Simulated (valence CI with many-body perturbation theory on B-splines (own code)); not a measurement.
**E1 line list for Kr³¹⁺**

Method: configuration interaction combined with many-body perturbation theory (CI+MBPT): three valence electrons over a frozen Dirac-Fock core [He], a basis of 11 s, 11 p, 10 d, 8 f, 5 g, 2 h functions for each j, with the one-electron correlation potential Σ1 (screened to all orders), the two-electron term Σ2, the three-electron term Σ3, Breit, model QED; selected single and double excitations, second order for the rest, scaled by the run's own slope (own B-spline code, finite nucleus).

No measured spectrum was set against this ion. As an estimate, large intervals hold to a few tenths of a per cent, small ones and those within an open d or f shell to about a per cent.

Lines 1 to 50 of 593 in falling wavelength, among levels below 3066.8 eV, chosen from the strongest by gf and those to the six lowest levels. Wavelengths and rates use the calculated energies. Electric multipoles are in the length gauge, E1 and E2 with the static RPA response of the core. Weak lines are less certain than strong ones. Lines between different terms over intervals too small for the method are left out, as are lines whose strength nearly cancels. The highest levels of a list are the least certain.

Levels are named by their leading jj configuration (3d3/2^4 stands for four electrons in 3d with j = 3/2), which in mixed levels can hold well under half, so a name can repeat and another be missing. Letters in brackets count levels of one name in rising energy.

| λ vac (Å) | Upper | Lower | A (s⁻¹) | S (a.u.) |
| --- | --- | --- | --- | --- |
| 1841 | (2s 2p1/2 4f7/2) J=7/2 [a] | (2s 2p1/2 4d5/2) J=5/2 [a] | 3.28e+07 | 8.08e-01 |
| 1763 | (2s 2p1/2 4f7/2) J=9/2 | (2s 2p1/2 4d5/2) J=7/2 | 3.87e+07 | 1.05e+00 |
| 1672 | (2s^2 4f7/2) J=7/2 | (2s^2 4d5/2) J=5/2 | 4.54e+07 | 8.39e-01 |
| 1561 | (2s 2p3/2 4f5/2) J=7/2 [a] | (2s 2p3/2 4d3/2) J=5/2 [a] | 3.86e+07 | 5.80e-01 |
| 1513 | (2s 2p3/2 4f7/2) J=9/2 [b] | (2s 2p3/2 4d5/2) J=7/2 [b] | 6.13e+07 | 1.05e+00 |
| 1492 | (2p1/2^2 4f5/2) J=5/2 | (2p1/2^2 4d3/2) J=3/2 | 5.59e+07 | 5.49e-01 |
| 1474 | (2s 2p3/2 4f7/2) J=9/2 [a] | (2s 2p3/2 4d3/2) J=7/2 | 5.42e+07 | 8.58e-01 |
| 1443 | (2s^2 4f5/2) J=5/2 | (2s^2 4d3/2) J=3/2 | 6.59e+07 | 5.86e-01 |
| 1353 | (2s 2p1/2 4f5/2) J=5/2 [a] | (2s 2p1/2 4d3/2) J=3/2 [a] | 7.77e+07 | 5.69e-01 |
| 1309 | (2s 2p1/2 4f5/2) J=7/2 | (2s 2p1/2 4d3/2) J=5/2 | 7.75e+07 | 6.86e-01 |
| 1244 | (2s 2p3/2 4f7/2) J=11/2 | (2s 2p3/2 4d5/2) J=9/2 | 1.12e+08 | 1.27e+00 |
| 1059 | (2s 2p3/2 4d5/2) J=9/2 | (2s 2p3/2 4p3/2) J=7/2 | 2.78e+08 | 1.63e+00 |
| 1015 | (2s 2p3/2 4d3/2) J=7/2 | (2s 2p3/2 4p3/2) J=7/2 | 1.04e+08 | 4.28e-01 |
| 1008 | (2s 2p1/2 4d5/2) J=7/2 | (2s 2p1/2 4p3/2) J=5/2 | 3.23e+08 | 1.31e+00 |
| 980.7 | (2s 2p3/2 4d5/2) J=5/2 [b] | (2s 2p3/2 4p3/2) J=3/2 [b] | 2.96e+08 | 8.26e-01 |
| 972.3 | (2s 2p3/2 4d5/2) J=7/2 [b] | (2s 2p3/2 4p3/2) J=5/2 [b] | 3.53e+08 | 1.28e+00 |
| 965.9 | (2p1/2^2 4d5/2) J=5/2 | (2p1/2^2 4p3/2) J=3/2 | 3.45e+08 | 9.20e-01 |
| 955.5 | (2s 2p1/2 4d5/2) J=5/2 [a] | (2s 2p1/2 4p3/2) J=3/2 [a] | 3.31e+08 | 8.55e-01 |
| 943.2 | (2s^2 4d5/2) J=5/2 | (2s^2 4p3/2) J=3/2 | 3.88e+08 | 9.65e-01 |
| 941.6 | (2s 2p3/2 4d5/2) J=3/2 [b] | (2s 2p3/2 4p3/2) J=1/2 [b] | 2.68e+08 | 4.42e-01 |
| 929.9 | (2s 2p3/2 4p1/2) J=3/2 [b] | (2s 2p3/2 4s) J=3/2 [b] | 2.29e+08 | 3.63e-01 |
| 892.1 | (2s 2p1/2 4d5/2) J=5/2 [b] | (2s 2p1/2 4p3/2) J=3/2 [b] | 4.15e+08 | 8.72e-01 |
| 876.7 | (2s 2p3/2 4d5/2) J=5/2 [a] | (2s 2p3/2 4p3/2) J=3/2 [a] | 2.97e+08 | 5.94e-01 |
| 865.2 | (2s 2p3/2 4d5/2) J=7/2 [a] | (2s 2p3/2 4p3/2) J=5/2 [a] | 4.11e+08 | 1.05e+00 |
| 852.6 | (2s 2p3/2 4p1/2) J=3/2 [a] | (2s 2p3/2 4s) J=5/2 | 3.84e+08 | 4.69e-01 |
| 849.4 | (2s 2p1/2 4d5/2) J=3/2 | (2s 2p1/2 4p3/2) J=1/2 | 4.23e+08 | 5.12e-01 |
| 809.4 | (2s 2p3/2 4p1/2) J=5/2 | (2s 2p3/2 4s) J=5/2 | 3.94e+08 | 6.19e-01 |
| 784.6 | (2s 2p3/2 4d5/2) J=3/2 [a] | (2s 2p3/2 4p3/2) J=3/2 [a] | 3.50e+08 | 3.34e-01 |
| 757.3 | (2s 2p1/2 4p1/2) J=1/2 [b] | (2s 2p1/2 4s) J=3/2 | 7.29e+08 | 3.13e-01 |
| 744.8 | (2s 2p3/2 4d3/2) J=5/2 [a] | (2s 2p3/2 4p1/2) J=5/2 | 3.72e+08 | 4.55e-01 |
| 744.5 | (2s 2p3/2 4d3/2) J=7/2 | (2s 2p3/2 4p1/2) J=5/2 | 4.76e+08 | 7.75e-01 |
| 711.6 | (2s 2p3/2 4d3/2) J=5/2 [a] | (2s 2p3/2 4p1/2) J=3/2 [a] | 3.72e+08 | 3.97e-01 |
| 710.4 | (2s 2p3/2 4p3/2) J=3/2 [a] | (2s 2p3/2 4s) J=3/2 [a] | 6.50e+08 | 4.60e-01 |
| 705.8 | (2s 2p1/2 4d3/2) J=5/2 | (2s 2p1/2 4p1/2) J=3/2 | 6.33e+08 | 6.60e-01 |
| 702.8 | (2s 2p3/2 4d3/2) J=3/2 [b] | (2s 2p3/2 4p1/2) J=1/2 | 4.60e+08 | 3.15e-01 |
| 701.9 | (2p1/2^2 4d3/2) J=3/2 | (2p1/2^2 4p1/2) J=1/2 | 7.89e+08 | 5.39e-01 |
| 696.3 | (2s 2p3/2 4d3/2) J=5/2 [b] | (2s 2p3/2 4p1/2) J=3/2 [b] | 7.94e+08 | 7.94e-01 |
| 694.0 | (2s 2p1/2 4d3/2) J=3/2 [a] | (2s 2p1/2 4p1/2) J=1/2 [a] | 8.07e+08 | 5.32e-01 |
| 684.1 | (2s 2p3/2 4d3/2) J=3/2 [a] | (2s 2p3/2 4p1/2) J=3/2 [a] | 6.23e+08 | 3.94e-01 |
| 680.7 | (2s 2p1/2 4p3/2) J=1/2 | (2s 2p1/2 4s) J=1/2 [b] | 9.44e+08 | 2.94e-01 |
| 678.4 | (2s^2 4d3/2) J=3/2 | (2s^2 4p1/2) J=1/2 | 8.65e+08 | 5.33e-01 |
| 671.7 | (2s 2p3/2 4d3/2) J=1/2 [a] | (2s 2p3/2 4p1/2) J=3/2 [a] | 8.43e+08 | 2.52e-01 |
| 643.0 | (2s 2p3/2 4p3/2) J=5/2 [b] | (2s 2p3/2 4s) J=3/2 [b] | 1.18e+09 | 9.28e-01 |
| 638.5 | (2s 2p1/2 4p3/2) J=3/2 [b] | (2s 2p1/2 4s) J=1/2 [b] | 8.11e+08 | 4.17e-01 |
| 627.6 | (2s 2p3/2 4p3/2) J=7/2 | (2s 2p3/2 4s) J=5/2 | 1.31e+09 | 1.28e+00 |
| 617.6 | (2s 2p3/2 4p3/2) J=5/2 [a] | (2s 2p3/2 4s) J=3/2 [a] | 8.90e+08 | 6.21e-01 |
| 606.6 | (2p1/2^2 4p3/2) J=3/2 | (2p1/2^2 4s) J=1/2 | 1.51e+09 | 6.63e-01 |
| 598.9 | (2s 2p1/2 4p3/2) J=3/2 [a] | (2s 2p1/2 4s) J=1/2 [a] | 1.25e+09 | 5.32e-01 |
| 594.0 | (2s 2p3/2 4p3/2) J=3/2 [b] | (2s 2p3/2 4s) J=3/2 [b] | 6.83e+08 | 2.83e-01 |
| 589.2 | (2s^2 4p3/2) J=3/2 | (2s^2 4s) J=1/2 | 1.57e+09 | 6.36e-01 |
